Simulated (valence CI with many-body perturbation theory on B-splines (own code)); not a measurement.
**Run record, La LIII**

Computed by configuration interaction combined with many-body perturbation theory (CI+MBPT): three valence electrons over a frozen Dirac-Fock core [He], radial functions for each j: 6 s, 6 p, 5 d, 3 f, 1 g, with the one-electron correlation potential Σ1 (screened to all orders), the two-electron term Σ2, the three-electron term Σ3, Breit, model QED; selected single and double excitations, second order for the rest, scaled by the run's own slope (own B-spline code, finite nucleus).

Command, and the settings that its task file holds:

```sh
python run_cv.py task.json out
```

```
atom La  Z=57  mass_number=139  rms_radius_fm=4.8550
core [He]
valence 2s2 2p1
avg = 1
basis = S
breit = 1
cap = 20000
capref = 1200
cscale = 1
de = 0.0
dress = 0
eps = 2e-08
extrap = 1
h = 0.27
hh = 1
l2 = 3
lcore = 6
maxit = 60
n2 = 5
natural = 1
nlev = 30
nno = [3, 3, 3, 2, 1]
nroot = 26
nsp = [3, 3, 2, 1, 0]
pt2 = 1
qed = 1
rpa = 1
s1 = 1
s2 = 1
s3 = 1
screen = 1
tol = 2e-05
whole = 1
```

It took 7.2 s on 1 thread of Arm Neoverse V1, on a shared host.

Log. The first blocks belong to the next ion, which gives the ionisation energy. Fields: 2J, parity (1 odd), roots, reference size, generating configurations, candidates as configurations/state functions, variational space P, stored matrix elements, Davidson steps; e2 is the range of second-order energies in hartree. The first line gives the box (bohr), its intervals, the orbitals and the steps of their self-consistent field. Window is the range of levels sought, series limit the energy at which the first omitted orbital would enter, core excitation an estimate of the first excitation out of the core, left out the lowest levels not solved, and shifts from estimates the range by which levels moved from their first estimate, all in cm⁻¹.

```
rmax 1.1 intervals 53 orbitals 36 references ['2s2 2p', '2s 2p2', '2p3'] scf 2 t 0.4
2J=0 par=0 roots 2 ref 15 generators 3 cand 92/92 P 107/107 nnz 0 it 0
   second order: generators 4 cand 0/0 e2 -0.00000 -0.00000
2J=0 par=1 roots 2 ref 11 generators 3 cand 73/73 P 84/84 nnz 0 it 0
   second order: generators 7 cand 0/0 e2 -0.00000 -0.00000
2J=2 par=1 roots 2 ref 28 generators 2 cand 188/188 P 214/214 nnz 0 it 0
2J=2 par=1 roots 2 ref 28 generators 2 cand 2/2 P 216/216 nnz 0 it 0
   second order: generators 3 cand 0/0 e2 -0.00000 -0.00000
reference levels 291, estimated 257, window 50000850 1/cm; series limit 63659764, core excitation 271750042
2J=1 par=1 roots 9 ref 32 generators 12 cand 334/501 P 1845/2669 nnz 8.7e+05 it 3
2J=1 par=1 roots 9 ref 32 generators 13 cand 234/363 P 1858/2688 nnz 8.8e+05 it 4
   second order: generators 14 cand 242/377 e2 -0.00000 -0.00000
2J=1 par=0 roots 9 ref 34 generators 12 cand 251/346 P 1824/2670 nnz 8.7e+05 it 4
2J=1 par=0 roots 9 ref 34 generators 14 cand 237/330 P 1842/2696 nnz 8.9e+05 it 4
   second order: generators 15 cand 245/343 e2 -0.00000 -0.00000
2J=3 par=1 roots 13 ref 47 generators 15 cand 774/1565 P 1940/3918 nnz 1.9e+06 it 4
2J=3 par=1 roots 13 ref 47 generators 16 cand 333/632 P 2002/4043 nnz 2e+06 it 3
   second order: generators 16 cand 271/507 e2 -0.00000 -0.00000
2J=3 par=0 roots 10 ref 45 generators 12 cand 665/1267 P 1775/3586 nnz 1.6e+06 it 4
2J=3 par=0 roots 10 ref 45 generators 13 cand 471/932 P 1819/3673 nnz 1.7e+06 it 3
   second order: generators 15 cand 587/1260 e2 -0.00000 -0.00000
2J=5 par=0 roots 7 ref 39 generators 10 cand 1031/2284 P 1733/3707 nnz 1.8e+06 it 4
2J=5 par=0 roots 7 ref 39 generators 12 cand 487/1114 P 1786/3831 nnz 1.9e+06 it 3
   second order: generators 14 cand 602/1505 e2 -0.00000 -0.00000
2J=5 par=1 roots 6 ref 36 generators 8 cand 1023/2281 P 1761/3843 nnz 1.9e+06 it 4
2J=5 par=1 roots 6 ref 36 generators 10 cand 441/973 P 1821/3985 nnz 2.1e+06 it 3
   second order: generators 10 cand 381/831 e2 -0.00000 -0.00000
2J=7 par=1 roots 2 ref 21 generators 4 cand 618/1467 P 1421/3243 nnz 1.5e+06 it 3
2J=7 par=1 roots 2 ref 21 generators 4 cand 329/745 P 1484/3373 nnz 1.6e+06 it 3
   second order: generators 5 cand 266/615 e2 -0.00000 -0.00000
2J=7 par=0 roots 1 ref 19 generators 2 cand 541/1213 P 1296/2983 nnz 1.3e+06 it 4
2J=7 par=0 roots 1 ref 19 generators 2 cand 343/746 P 1333/3064 nnz 1.4e+06 it 3
   second order: generators 4 cand 396/876 e2 -0.00000 -0.00000
2J=9 par=1 roots 1 ref 7 generators 1 cand 217/480 P 952/2147 nnz 0 it 4
2J=9 par=1 roots 1 ref 7 generators 1 cand 139/284 P 990/2218 nnz 0 it 4
   second order: generators 1 cand 101/213 e2 -0.00000 -0.00000
left out: unestimated 73602594, estimated 53308170, shifts from estimates -0 to 10
operators 0.1
```

The Davidson iterations converged.

The last digits are not significant, and no measured levels were compared; by estimate large intervals hold to a few tenths of a per cent, small ones and those within an open d or f shell to about a per cent.

```
Valence energy                            : -1185.324 hartree
Ionisation energy                         : 10422 eV (NIST: 10426 ± 4 eV (theoretical))
Reference configurations for the orbitals : 2s2 2p, 2s 2p2, 2p3
Radial orbitals                           : 36
Box radius                                : 1.101 bohr
Largest variational space                 : 4043
Lowest levels                             : (2s^2 2p1/2) J=1/2 0.000, (2s 2p1/2^2) J=1/2 13.046, (2s^2 2p3/2) J=3/2 33.410, (2s 2p1/2 2p3/2) J=3/2 [a] 42.504, (2s 2p1/2 2p3/2) J=5/2 44.962, (2s 2p1/2 2p3/2) J=1/2 48.847, (2s 2p1/2 2p3/2) J=3/2 [b] 48.885, (2p1/2^2 2p3/2) J=3/2 62.750, (2s 2p3/2^2) J=5/2 77.244, (2s 2p3/2^2) J=1/2 83.029, (2s 2p3/2^2) J=3/2 83.104, (2p1/2 2p3/2^2) J=3/2 93.641, (2p1/2 2p3/2^2) J=5/2 95.144, (2p1/2 2p3/2^2) J=1/2 98.149 Ry
```

Levels are named by their leading jj configuration (3d3/2^4 stands for four electrons in 3d with j = 3/2), which in mixed levels can hold well under half, so a name can repeat and another be missing. Letters in brackets count levels of one name in rising energy.
